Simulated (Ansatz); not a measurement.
Consider the formal exchange of groups at the Si–C bond: `O/C(=C\F)[SiH2]F` + `NCN[SiH3]` → `F[SiH2]N[SiH3]` + `NC/C(O)=C\F`.

Gas-phase electronic energies from Ansatz, PBE0-D4/def2-TZVP geometries. CCSD(T)/CBS is the MP2 limit (def2-TZVPP, def2-QZVPP) plus CCSD(T) − MP2 in def2-TZVPP, frozen cores. This one scheme is used for every species. Double bonds are as drawn, so ΔE can hold a change between cis and trans. Functionals use def2-TZVPP. Each species was taken in one conformer, which may not be the lowest.

Question: Is it downhill or uphill in electronic energy at CCSD(T)/CBS, and by how much? (Estimate.)

Answer: Ansatz gave: Downhill: ΔE = -1.21 eV.

Question: What do these levels give: PBE-D4, r2SCAN-D4, PBE0, SCS-MP2/def2-TZVPP, CCSD/def2-TZVPP, CCSD/CBS(def2)? (Estimate.)

Answer: Ansatz gave: PBE-D4 -1.13, r2SCAN-D4 -1.19, PBE0 -1.18, SCS-MP2/def2-TZVPP -1.22, CCSD/def2-TZVPP -1.22, CCSD/CBS(def2) -1.21 eV.

Largest T1 diagnostic among the species: 0.013.

From PBE to PBE0 (25 % exact exchange), in def2-TZVPP and without D4, ΔE moves by −0.05 eV. In def2-TZVPP, CCSD(T) changes the Hartree–Fock value by −0.05 eV (the triples alone add −0.00 eV) and MP2 by −0.08 eV.
